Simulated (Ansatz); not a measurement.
Input file for `[CH3][GeH2][CH2][AlH2]`:

```yaml
crystal:
  periodic: [false, false, false]
  atoms:
    - {symbol: C, position_ang: [-1.845498, 0.154738, 0.983507]}
    - {symbol: Ge, position_ang: [-0.362636, -0.746310, 0.102569]}
    - {symbol: C, position_ang: [1.407574, -0.002561, 0.456316]}
    - {symbol: Al, position_ang: [1.521766, 0.587052, -1.410439]}
    - {symbol: H, position_ang: [-2.800385, -0.195442, 0.591364]}
    - {symbol: H, position_ang: [-1.808780, -0.042136, 2.055900]}
    - {symbol: H, position_ang: [-1.768067, 1.230290, 0.820820]}
    - {symbol: H, position_ang: [-0.489416, -0.409325, -1.458641]}
    - {symbol: H, position_ang: [-0.449503, -2.279599, 0.165634]}
    - {symbol: H, position_ang: [1.350277, 0.780421, 1.212435]}
    - {symbol: H, position_ang: [2.107344, -0.776681, 0.768650]}
    - {symbol: H, position_ang: [2.196230, -0.361210, -2.489713]}
    - {symbol: H, position_ang: [0.961494, 2.026062, -1.783800]}
basis:
  gaussian: {orbitals: def2-TZVPP}
correlation: {method: ccsd_t}
```

```sh
$ ansatz run in.yaml --threads 4 --pin off --events-out ev --progress --plain --max-ram 10444MiB
```

Log, shortened:

```
Functional definition: HF
1616 factors; integrals over basis functions are off by at most 1.4e-3 eV
mean field evaluation 1: about -65256.7773 eV, gradient 3.7e1 eV
mean field evaluation 2: about -65256.9251 eV, gradient 3.7e1 eV
mean field evaluation 4: about -65260.6343 eV, gradient 3.8e0 eV
mean field evaluation 8: about -65260.6870 eV, gradient 2.1e-1 eV
mean field -65260.68721556 eV, -2398.2860198893 hartree, gradient 1.2e-6 eV, S^2 0.000000; 0 other end points of the search recorded, 0 dependent functions left out
16 core orbitals not correlated: weight in the atoms' cores, before any rotation towards them, 1.000 or more for the frozen orbitals, at most 0.000 for the correlated occupied ones
reference -65260.68721556 eV, -2398.2860198893 hartree; 17, 17 occupied and 245, 245 virtual orbitals, 1616 factors
second order -19.36944835 eV of doubles, -0.00000000 eV of singles
cycle   1  -20.00344739 eV  change   -6.3e-1 eV  update   1.0e-1
cycle   2  -20.62441024 eV  change   -6.2e-1 eV  update   3.0e-2
cycle   3  -20.69632502 eV  change   -7.2e-2 eV  update   1.2e-2
cycle   4  -20.69189951 eV  change    4.4e-3 eV  update   3.0e-3
cycle   5  -20.69136274 eV  change    5.4e-4 eV  update   1.1e-3
cycle   6  -20.69108096 eV  change    2.8e-4 eV  update   3.5e-4
cycle   7  -20.69104789 eV  change    3.3e-5 eV  update   1.3e-4
cycle   8  -20.69106802 eV  change   -2.0e-5 eV  update   5.3e-5
cycle   9  -20.69107308 eV  change   -5.1e-6 eV  update   1.9e-5
perturbative correction -0.76756727 eV, -0.0282075770 hartree
Total energy: -65282.14585592 eV, -2399.0746103772 hartree
```

Hardware: 4 threads of an Arm Neoverse V1 on a shared host. Wall time 4.4 min, peak host memory 7.5 GiB.

Correlation energy per correlated electron: -0.631 eV. T1 diagnostic: 0.0105.
